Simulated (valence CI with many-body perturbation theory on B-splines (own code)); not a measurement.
**How close is CI+MBPT for Ar3+?**

Calculated by configuration interaction combined with many-body perturbation theory (CI+MBPT): five valence electrons over a frozen Dirac-Fock core [Ne], radial functions for each j: 11 s, 11 p, 10 d, 8 f, 5 g, 2 h, with the one-electron correlation potential Σ1 (screened to all orders), the two-electron term Σ2, the three-electron term Σ3, Breit, model QED; selected single and double excitations, second order for the rest, scaled by the run's own slope (own B-spline code, finite nucleus).

Set against measurement, 54 paired levels are off by 137 cm⁻¹ on average, the worst by 426. These come from a selection out of Saloman, J. Phys. Chem. Ref. Data 39, 033101 (2010). Levels without a partner in it may be off by more. Among the levels kept, up to 3700 cm⁻¹ of a level comes from second order outside the variational space, and about a tenth of that is noise between levels of different J, which matters for small intervals.

Measured levels: Saloman, J. Phys. Chem. Ref. Data 39, 033101 (2010). Pairs share parity and J, and are chosen by configuration, term and nearness in energy; levels without a clear partner are left out. Energies in cm⁻¹ above the measured ground level.

Names give the largest LS component (configuration and term), which can be under half, so a name can repeat, a term be missing and a line seem to break the LS rules; names also repeat where a configuration has a term twice. Letters in brackets count levels of one name in rising energy.

```tsv
Computed label	Label in the source	Measured	Computed	Difference
3s2 3p3 4S°_3/2	3s2 3p3 4S°	0	0.0	0
3s2 3p3 2D°_3/2	3s2 3p3 2D°	21090.6	21276.1	+186
3s2 3p3 2D°_5/2	3s2 3p3 2D°	21219.8	21400.5	+181
3s2 3p3 2P°_1/2	3s2 3p3 2P°	34854.6	35122.3	+268
3s2 3p3 2P°_3/2	3s2 3p3 2P°	35032.4	35301.7	+269
3s 3p4 4P_5/2	3s 3p4 4P	117563.4	117492.4	-71
3s 3p4 4P_3/2	3s 3p4 4P	118515.7	118438.0	-78
3s 3p4 4P_1/2	3s 3p4 4P	119043.1	118951.9	-91
3s 3p4 2D_3/2	3s 3p4 2D	145921.2	145968.7	+48
3s 3p4 2D_5/2	3s 3p4 2D	145999.4	146049.8	+50
3s2 3p2 3d 2P_3/2 [a]	3s2 3p2(3P) 3d 2P	166356.4	166371.2	+15
3s2 3p2 3d 2P_1/2 [a]	3s2 3p2(3P) 3d 2P	167444.6	167463.9	+19
3s 3p4 2S_1/2	3s 3p4 2S	177832.5	178151.0	+318
3s2 3p2 3d 4F_3/2	3s2 3p2(3P) 3d 4F	180682.5	180695.8	+13
3s2 3p2 3d 4F_5/2	3s2 3p2(3P) 3d 4F	181031.8	181044.1	+12
3s2 3p2 3d 4F_7/2	3s2 3p2(3P) 3d 4F	181533.3	181542.6	+9
3s2 3p2 3d 4F_9/2	3s2 3p2(3P) 3d 4F	182195.6	182173.8	-22
3s2 3p2 3d 4D_1/2	3s2 3p2(3P) 3d 4D	187290.4	187293.8	+3
3s2 3p2 3d 4D_3/2	3s2 3p2(3P) 3d 4D	187397.5	187397.3	0
3s2 3p2 3d 4D_5/2	3s2 3p2(3P) 3d 4D	187821.3	187847.2	+26
3s2 3p2 3d 2F_7/2 [a]	3s2 3p2(3P) 3d 4D	188824.5	188876.2	+52
3s2 3p2 3d 2G_7/2	3s2 3p2(1D) 3d 2G	207760.7	208078.2	+317
3s2 3p2 3d 2G_9/2	3s2 3p2(1D) 3d 2G	207859.3	208137.3	+278
3s2 3p2 3d 4P_5/2	3s2 3p2(3P) 3d 4P	220786.8	220945.3	+158
3s2 3p2 3d 4P_3/2	3s2 3p2(3P) 3d 4P	221300.9	221465.8	+165
3s2 3p2 3d 4P_1/2	3s2 3p2(3P) 3d 4P	221627.4	221801.3	+174
3s2 3p2 3d 2P_3/2 [b]	3s 3p4 2P	222956.1	223317.1	+361
3s2 3p2 3d 2P_1/2 [b]	3s 3p4 2P	224019.3	224403.7	+384
3s2 3p2 3d 2D_3/2 [a]	3s2 3p2(3P) 3d 2D	224754.4	225180.1	+426
3s2 3p2 3d 2D_5/2 [a]	3s2 3p2(3P) 3d 2D	226142.8	226554.6	+412
3s2 3p2 3d 2D_5/2 [b]	3s2 3p2(1D) 3d 2D	238674	239045.9	+372
3s2 3p2 3d 2D_3/2 [b]	3s2 3p2(1D) 3d 2D	239050	239433.0	+383
3s2 3p2 3d 2F_5/2 [b]	3s2 3p2(3P) 3d 2F	246628	247035.6	+408
3s2 3p2 3d 2F_7/2 [b]	3s2 3p2(3P) 3d 2F	246737.6	247156.0	+418
3s2 3p2 4s 4P_1/2	3s2 3p2(3P) 4s 4P	250215.2	250154.0	-61
3s2 3p2 4s 4P_3/2	3s2 3p2(3P) 4s 4P	250902.2	250851.8	-50
3s2 3p2 4s 4P_5/2	3s2 3p2(3P) 4s 4P	251967.4	251925.1	-42
3s2 3p2 4s 2P_1/2	3s2 3p2(3P) 4s 2P	256087.8	256077.7	-10
3s2 3p2 4s 2P_3/2	3s2 3p2(3P) 4s 2P	257343.6	257335.8	-8
3s2 3p2 4s 2D_5/2	3s2 3p2(1D) 4s 2D	267741.3	267828.0	+87
3s2 3p2 4s 2D_3/2	3s2 3p2(1D) 4s 2D	267762	267848.4	+86
3s2 3p2 4p 4D°_1/2	3s2 3p2(3P) 4p 4D°	285956.2	285846.1	-110
3s2 3p2 4p 4D°_3/2	3s2 3p2(3P) 4p 4D°	286224.5	286137.0	-88
3s2 3p2 4p 4D°_5/2	3s2 3p2(3P) 4p 4D°	286747.8	286645.0	-103
3s2 3p2 4p 4D°_7/2	3s2 3p2(3P) 4p 4D°	287550.8	287446.6	-104
3s2 3p2 4p 4P°_1/2	3s2 3p2(3P) 4p 4P°	289122.3	289040.2	-82
3s2 3p2 4p 4P°_3/2	3s2 3p2(3P) 4p 4P°	289233.9	289158.4	-75
3s2 3p2 4p 4P°_5/2	3s2 3p2(3P) 4p 4P°	289830.5	289742.6	-88
3s2 3p2 4p 2D°_3/2 [a]	3s2 3p2(3P) 4p 2D°	290251.5	290198.6	-53
3s2 3p2 4p 2D°_5/2 [a]	3s2 3p2(3P) 4p 2D°	291663.1	291589.9	-73
3s2 3p2 4p 4S°_3/2	3s2 3p2(3P) 4p 4S°	291744	291568.4	-176
3s2 3p2 4p 2P°_1/2 [a]	3s2 3p2(3P) 4p 2P°	295670.2	295645.1	-25
3s2 3p2 4p 2P°_3/2 [a]	3s2 3p2(3P) 4p 2P°	295802.2	295784.4	-18
3s2 3p2 4p 2F°_5/2	3s2 3p2(1D) 4p 2F°	303665.4	303704.8	+39
3s2 3p2 4p 2F°_7/2	3s2 3p2(1D) 4p 2F°	303989.1	304018.0	+29
```

Over 54 excited levels the mean absolute difference is 137 cm⁻¹, the median 84 and the largest 426. The comparison draws on a selection of the measured levels: 55 of the 166 computed ones have a partner in it, and others may be off by more.
